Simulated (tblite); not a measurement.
Phosphorus tribromide, PBr₃.
SMILES with atom numbers: `[Br:1][P:2]([Br:3])[Br:4]`

Method: GFN2-xTB as coded in tblite; computed harmonic values from a numerical Hessian at the method's own geometry, unscaled. Against measured fundamentals such values can be off by several per cent, at times by over 20.

Harmonic wavenumbers (cm⁻¹): 106.7, 106.7, 151.6, 366.6, 367.1, 369.7.

A = 1027, B = 1027, C = 544.6 MHz; mass 267.729 u (most abundant isotopes); point group C3v, symmetry number 3.

What is the zero-point energy?

Half the sum of the wavenumbers: 734 cm⁻¹ = 8.78 kJ/mol.

What is S at 298.15 K and 1 bar for an ideal gas of classical rigid rotors and harmonic oscillators?

Translation 178.57, rotation 119.33, vibration 52.61: S = 350.5 J/(mol K).

And Cp and H(298.15 K) − H(0)?

Cp = 76.79 J/(mol K), of which vibrations give 43.53 (their classical limit is 6 R = 49.9); H(298.15 K) − H(0) = 18.08 kJ/mol without the zero-point energy, 8.17 from vibrations.

Which modes carry the vibrational entropy at 298.15 K?

106.7 cm⁻¹: 13.92; 106.7 cm⁻¹: 13.92; 151.6 cm⁻¹: 11.10; 366.6 cm⁻¹: 4.58; 367.1 cm⁻¹: 4.57; 369.7 cm⁻¹: 4.52 J/(mol K).

What must be added to the electronic energy to get the Gibbs energy at 298.15 K and 1 bar?

ZPE + [H(298.15 K) − H(0)] − T·S = 8.78 + 18.08 − 104.51 = -77.65 kJ/mol.

Blend soft modes into free rotors: weight 1/[1 + (100 cm⁻¹/ν̃)⁴] for the oscillator and the rest for a rotor with moment μB/(μ + B), μ = h/(8π²ν), B = 10⁻⁴⁴ kg m². What vibrational entropy results?

50.55 J/(mol K) in place of 52.61, which changes −T·S at 298.15 K by +0.62 kJ/mol.

How do the functions run with temperature in this model?

| T (K) | S (J/(mol K)) | Cp (J/(mol K)) | H − H(0) (kJ/mol) | G − H(0) (kJ/mol) | ln q(vib) |
| --- | --- | --- | --- | --- | --- |
| 100 | 276.7 | 56.2 | 4.32 | -23.35 | 0.62 |
| 200 | 320.9 | 71.0 | 10.79 | -53.40 | 1.88 |
| 300 | 351.0 | 76.9 | 18.22 | -87.07 | 3.05 |
| 500 | 391.4 | 80.7 | 34.06 | -161.62 | 4.98 |
| 800 | 429.7 | 82.2 | 58.54 | -285.21 | 7.10 |
| 1000 | 448.1 | 82.5 | 75.01 | -373.05 | 8.20 |

q(vib) and H(0) count from the zero-point level.

Hindered rotation and anharmonicity are outside this model.

Time: 0.1 s. Hardware: an Arm Neoverse V1 with one thread (shared host). The figure is for the frequency step alone.
